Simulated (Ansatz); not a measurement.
Relaxation of Cl3FHf (5 atoms, charge 0, multiplicity 1), to a largest force component of 0.02 eV/Å in at most 40 steps.

All numbers below come from RHF/def2-SVP in Ansatz 0.2.0.

```xyz
5
Properties=species:S:1:pos:R:3
Hf 0.000 0.000 0.000
Cl 0.000 0.000 2.520
Cl 2.376 0.000 -0.839
Cl -1.187 2.056 -0.839
F -0.933 -1.616 -0.659
```

Problem. Where does it end, and by what steps?

Solution. The run converged. After 4 steps the energy has fallen by 0.731 eV; Cl3 moved furthest, 0.15 Å.

```tsv
step	energy less start (eV)	largest force component (eV/Å)	accepted
0	0.0000	2.333	yes
1	-0.6506	1.058	yes
2	-0.7282	0.145	yes
3	-0.7306	0.037	yes
4	-0.7306	0.003	yes
```

```xyz
5
Properties=species:S:1:pos:R:3
Hf 0.018 0.030 0.013
Cl -0.002 -0.003 2.372
Cl 2.235 -0.003 -0.791
Cl -1.120 1.934 -0.792
F -0.875 -1.517 -0.619
```

Whether the end is a true minimum wasn't checked by a vibrational analysis.

Time of the run: 15 s on 1 thread of Arm Neoverse V1 (shared host), peak memory 0.21 GiB.
